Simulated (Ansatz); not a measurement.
A series at Hf: from `[OH][Hf]([OH])([OH])[F]`, ligands are replaced one by one, each step taking up H–F and setting free H₂O; n counts the steps. Ansatz, PBE0-D4/def2-TZVP geometries. Each molecule was computed in one conformer, which needn't be the lowest.

```tsv
n	molecule	zero-point energy, PBE0-D4/def2-TZVP (kJ/mol)
0	`[OH][Hf]([OH])([OH])[F]`	100.9
1	`[OH][Hf]([OH])([F])[F]`	74.4
2	`[OH][Hf]([F])([F])[F]`	?
3	`[F][Hf]([F])([F])[F]`	20.8
```

Task: By hand: fit a straight line y = ȳ + b (n − n̄) to the 3 given rows and predict n = 2.

Result: n̄ = 1.333, ȳ = 65.37; Σ(n − n̄)(y − ȳ) = -124.67, Σ(n − n̄)² = 4.667, so b = -26.71 kJ/mol a step. Prediction: 65.37 + (-26.71) × (0.667) = 47.6 kJ/mol.

Task: By hand: compare with the computed value, 47.7 kJ/mol, and give the steps along the whole series.

Result: The line misses by 0.1 kJ/mol (computed minus predicted). Steps: -26.5, -26.7, -26.9 kJ/mol.

The steps differ by at most 0.4 kJ/mol, 1.5 % of a mean step, so the ligands' effects nearly add and a line is close. The miss is 0.1 % of the series' range.
